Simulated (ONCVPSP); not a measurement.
# What one change does to a pseudopotential (sulfur (S), ONCV)

```json
{
 "Element": "S (Z = 16)",
 "Generator": "ONCVPSP 4.0.1",
 "Type": "optimised norm-conserving Vanderbilt (ONCV)",
 "Functional": "PBE",
 "Relativity": "scalar-relativistic",
 "Frozen core": "[He]",
 "Valence charge": "14",
 "Reference configuration": "2s2 2p6 3s2 3p4",
 "Partial waves": "2s+3s: rc 0.85 bohr, ncon 5, nbas 9, qcut 14.8 1/bohr, 2 projectors; 2p+3p: rc 0.70 bohr, ncon 3, nbas 7, qcut 16 1/bohr, 2 projectors; d scattering state at 0.42 Ha: rc 0.65 bohr, ncon 3, nbas 7, qcut 12.6 1/bohr, 2 projectors, debl 3.9 Ha",
 "Local potential": "polynomial inside 0.45 bohr (lpopt 5, dvloc0 4 Ha)",
 "Core correction": "none"
}
```

Change: s: rc 0.76.

Cutoffs: the cutoffs (Ha) at which the residual kinetic energy of the hardest occupied pseudo-wave falls to 1 and 0.1 mHa per electron; they do not see the model core or the augmentation charge, which bear on the density cutoff. Errors are all-electron minus pseudo energies relative to the spin-unpolarised reference configuration.

Task: What does the change do?

Result: The potential gets neither clearly harder nor softer (121 Ha and 336 Ha → 121 Ha and 336 Ha); the p channel sets the loose cutoff, while the largest relative change is in s, which becomes harder; of the 4 tests that both files solve, the error grows in 1 and shrinks in 0 by more than 15 % and 0.3 meV (median size 2.7 → 3.1 meV); neither file shows a bound ghost.

| quantity | base | changed |
| --- | --- | --- |
| cutoff, loose | 121 Ha | 121 Ha |
| cutoff, tight | 336 Ha | 336 Ha |
| loose cutoff by channel | s 67 Ha, p 121 Ha | s 85 Ha, p 121 Ha |
| bound ghosts | none | none |
| GHOST(+) flags under 300 eV | none | none |
| error for 2s2 2p6 3s2 3p3, meV [ΔE 11.77 eV] | +1.0 | +1.0 |
| error for 2s2 2p6 3s2 3p2, meV [ΔE 34.05 eV] | +4.1 | +4.0 |
| error for 2s2 2p6 3s2 3p1, meV [ΔE 68.09 eV] | +12 | +12 |
| error for 2s2 2p6 3s0 3p6, meV [ΔE 20.74 eV] | +1.3 | +2.2 |
| p: phases at 0.71 bohr within 0.05 rad from the reference energy up to (Ha; the scan ends near 5) | to the end of the scan | to the end of the scan |
| d: phases at 0.66 bohr within 0.05 rad from the reference energy up to (Ha; the scan ends near 5) | to the end of the scan | to the end of the scan |
